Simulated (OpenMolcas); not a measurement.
**Exact exchange and the vertical energy of the triplet above the singlet of CH5BN2**

CH5BN2: 9 atoms, total charge 0, spin state singlet. SMILES: `NC1BN1`. The shape is that of a PBE0-D4/def2-TZVP optimisation. This is one conformer, not always the lowest.

The vertical energy of the triplet above the singlet y, in eV, basis cc-pVDZ; a is the functional's share of exact exchange. Programs: OpenMolcas 26.06.

```
functional     program     a  y (eV)
       PBE  OpenMolcas     0    5.17
      TPSS  OpenMolcas     0    5.25
     B3LYP  OpenMolcas   0.2    5.43
      PBE0  OpenMolcas  0.25       ?
     BHLYP  OpenMolcas   0.5    5.54
```

Question: Fit y = c + s·a to the known rows and predict PBE0.

Answer: 
1. Means of the 4 rows: a = 0.1750, y = 5.348.
2. Σ(Δa)² = 0.1675, Σ(Δa·Δy) = 0.11275, so the slope is 0.11275/0.1675 = 0.67313.
3. Intercept: 5.348 − (0.67313) × 0.1750 = 5.230. The largest residual of the fit is 0.065.
4. PBE0: 5.230 + (0.67313) × 0.25 = 5.40 eV.

The run gave 5.41 eV, so the prediction is off by -0.01 eV, within the largest residual. The rows mix families of semi-local functionals, which the line can't see.
